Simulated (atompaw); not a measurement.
How hard is this In PAW (atompaw) potential?

| Property | Result |
| --- | --- |
| Element | indium |
| Generator | atompaw 4.2.0.5 |
| Type | PAW |
| Functional | PBE |
| Relativity | scalar-relativistic |
| Frozen core | [Kr] |
| Valence charge | 13 |
| Reference configuration | 4d10 5s2 5p1 |
| Partial waves | 5s (bound): rc 2.40 bohr; 5s channel at 0.2 Ry: rc 2.40 bohr; 5p (bound): rc 3.00 bohr; 5p channel at 0.25 Ry: rc 3.00 bohr; 4d (bound): rc 1.25 bohr; 4d channel at 3.3 Ry: rc 1.25 bohr |
| Local potential | bessel scheme, radius 2.65 bohr |
| Core correction | smooth core density matched at 2.80 bohr |
| Augmentation charge | sinc compensation charge, radius 2.70 bohr; PAW radius 3.00 bohr; waves and projectors: custom rrkj gramschmidtortho |

The pseudo-atom Hamiltonian at the reference potential is diagonalised in spherical Bessel functions j_l(qr) that vanish at 20 bohr, with q² up to the cutoff. All-electron valence levels (Ry): 5s -0.6035, 5p -0.1851, 4d -1.3688.

Problem. How do the lowest levels (Ry) of each channel move with the cutoff, and are there ghosts?

Solution.

```
cutoff (Ry)     s #1     s #2     p #1     d #1    f #1    f #2  Σ f·Δε (mRy)
          8  -0.6034  -0.0269  -0.1851   0.0153  0.0989  0.2200       13842.4
         15  -0.6035  -0.0269  -0.1851  -0.2254  0.0989  0.2200       11435.2
         30  -0.6035  -0.0269  -0.1851  -0.9474  0.0989  0.2200        4215.2
         45  -0.6035  -0.0269  -0.1851  -1.3010  0.0989  0.2200         678.8
         60  -0.6035  -0.0269  -0.1851  -1.3646  0.0989  0.2200          42.6
         90  -0.6035  -0.0269  -0.1851  -1.3681  0.0989  0.2200           7.9
        140  -0.6035  -0.0269  -0.1851  -1.3688  0.0989  0.2200           1.1
        200  -0.6035  -0.0269  -0.1851  -1.3688  0.0989  0.2200           0.3
        400  -0.6035  -0.0269  -0.1851  -1.3689  0.0989  0.2200           0.0
```

Result: no extra level below or beside the all-electron valence levels (s, p, d, f tested); 10 mRy is reached at 90 Ry and 1 mRy at 160 Ry.
